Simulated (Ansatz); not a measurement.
# 1,1-elimination that frees a divalent centre

Start structure (GeSiH4F2, closed shell), relaxed at PBE0-D4/def2-TZVP:

Si1  (-0.853, -0.871, 0.317)
Ge2  (0.757, 0.737, -0.401)
H3  (1.234, 0.832, -1.859)
F4  (0.176, 2.317, 0.020)
F5  (2.187, 0.544, 0.562)
H6  (-1.072, -0.687, 1.771)
H7  (-2.109, -0.645, -0.440)
H8  (-0.320, -2.226, 0.030)
(Å)

The step: GeSiH₄F₂ ([F][GeH]([F])[SiH3]) → GeF₂ + SiH₄; bonds formed: Si1–H3; bonds broken: Si1–Ge2, Ge2–H3. Computed with Ansatz 0.2.0 (basis: def2-TZVPP and def2-QZVPP); correlated methods freeze the cores. Filled d shells of the heavier atoms are correlated. The def2 sets are not built for correlating such inner shells, so the correlated values are less sure here. Extrapolation: Hartree–Fock as exp(−7.88 √X), correlation as X^−2.97. Energies below are by CCSD(T) at an estimated basis limit (MP2 extrapolated from triple and quadruple zeta, plus CCSD(T) − MP2 in triple zeta).

(1) What are the electronic barrier and the energy of the step, from the start structure to the end structure? (An estimate is asked for; the value comes from the calculation.)

T1 diagnostic: at most 0.015.

Results:

(1) By the calculation: Barrier 2.084 eV; step energy 0.342 eV (uphill); reverse barrier, their difference, 1.742 eV. Barrier and step energy count from the start structure, the reverse barrier from the end structure.

The saddle point: One imaginary mode of 430i cm⁻¹.
```json
{"pair": "Si1–H3", "start (Å)": "3.46", "saddle (Å)": "1.83", "end (Å)": "1.51"}
{"pair": "Si1–Ge2", "start (Å)": "2.39", "saddle (Å)": "2.39", "end (Å)": "3.47"}
{"pair": "Ge2–H3", "start (Å)": "1.54", "saddle (Å)": "1.77", "end (Å)": "2.34"}
```

Zero-point energy (harmonic, PBE0-D4): ZPE is 1.020 eV at the start and 0.978 eV at the saddle, so the barrier goes from 2.084 to 2.042 eV.

Losses and insertions of silylenes and their heavier kin drive the gas-phase chemistry of silicon and germanium vapour deposition.

Labels in which every atom is bracketed show which atoms are joined, not bond orders.

For scale, one of the runs: CCSD(T)/def2-TZVPP, 208 basis functions, launched by `ansatz run in.yaml --threads 4 --pin off --events-out ev --progress --plain --max-ram 9574MiB`. Time: 110 s of wall clock on 4 CPU threads of an Arm Neoverse V1; the host was shared. Peak host memory: 2.9 GiB.
